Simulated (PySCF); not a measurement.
C2H8OTi, multiplicity 1. Atoms are numbered in the order given.

```xyz
12

Ti     0.1116    -1.4405     0.0000
O     -0.3854     0.2123     0.0000
C     -0.6682     1.5952     0.0000
C      0.6104     2.4192     0.0000
H     -1.2882     1.8175    -0.8965
H     -1.2882     1.8175     0.8965
H      1.2192     2.1977    -0.8989
H      0.3662     3.5004     0.0000
H      1.2192     2.1977     0.8989
H      1.0404    -1.6292     1.4333
H     -1.3354    -2.3656     0.0000
H      1.0404    -1.6292    -1.4333
```
Charge 0, spin multiplicity 1.

Geometry: PBE-D3(BJ)/def2-SVP. The spin state was assumed, not searched. The structure was generated by enumeration; whether it is a known compound was not checked. One conformer was computed; it need not be the lowest.

Computed with TDDFT-PBE0/def2-SVPD (PySCF 2.14.0).

Vertical excitations.  State labels are in the subgroup Cs.

Computed lowest excited states:
| state | symmetry | energy (eV) | λ (nm) | f | main pairs |
|---|---|---|---|---|---|
| S1 | A" | 3.50 | 354 | 0.000 | HOMO−1→LUMO 53 %, HOMO→LUMO+1 45 % |
| S2 | A" | 3.68 | 337 | 0.001 | HOMO→LUMO+1 53 %, HOMO−1→LUMO 44 % |
| S3 | A' | 3.68 | 337 | 0.001 | HOMO→LUMO 53 %, HOMO−1→LUMO+1 43 % |
| S4 | A' | 4.00 | 310 | 0.008 | HOMO−1→LUMO+1 47 %, HOMO→LUMO 39 % |
| S5 | A' | 4.50 | 275 | 0.001 | HOMO→LUMO+2 81 %, HOMO−2→LUMO 15 % |
| S6 | A" | 4.52 | 274 | 0.000 | HOMO−1→LUMO+2 87 % |
| S7 | A' | 4.70 | 264 | 0.016 | HOMO−2→LUMO 75 %, HOMO→LUMO+2 12 % |
| S8 | A" | 4.71 | 263 | 0.015 | HOMO−2→LUMO+1 79 % |
| S9 | A" | 4.87 | 255 | 0.000 | HOMO→LUMO+3 54 %, HOMO−1→LUMO+4 44 % |
| S10 | A' | 5.25 | 236 | 0.020 | HOMO→LUMO+4 43 %, HOMO−1→LUMO+3 30 %, HOMO−2→LUMO+4 8 % |
| T1 | A" | 3.14 | 395 | 0 | HOMO−1→LUMO 91 % |
| T2 | A' | 3.16 | 392 | 0 | HOMO→LUMO 68 %, HOMO−1→LUMO+1 27 % |
| T3 | A" | 3.16 | 392 | 0 | HOMO→LUMO+1 90 % |
| T4 | A' | 3.23 | 384 | 0 | HOMO−1→LUMO+1 68 %, HOMO→LUMO 27 % |
Triplets are in the Tamm–Dancoff approximation, which puts them higher than full response would, so one can lie above its singlet here.
